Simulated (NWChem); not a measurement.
System: SiHOF, singlet; SMILES O[Si]F

```xyz
4

Si     0.6214     0.0125     0.0000
F     -0.4211    -1.2591     0.0000
O     -0.4493     1.2760     0.0000
H     -1.3979     1.0886     0.0000
```
Atoms are numbered in this order, from 1.

All runs: NWChem. Pople sets run with spherical d functions. Low-valent species are run as closed-shell singlets; no triplet was tried in these runs. STO-3G and 3-21G are far too small for this property and stand as cheap habits. Geometry: optimised at PBE0/def2-SVP. Field at 589 nm.

### Question
Order these runs by computing time, cheapest first, and give rough ratios: B3LYP/aug-cc-pVDZ; B3LYP/def2-SVP; B3LYP/STO-3G.

### Answer
B3LYP/STO-3G (1), B3LYP/def2-SVP (5), B3LYP/aug-cc-pVDZ (60). Ratios are rough, from one shared machine; the cheapest took very roughly 5 core-seconds. What differs between the cheapest and the dearest: isotropic polarisability (bohr³) 13.7 → 36.2; anisotropy (bohr³) 7.1 → 5.0.
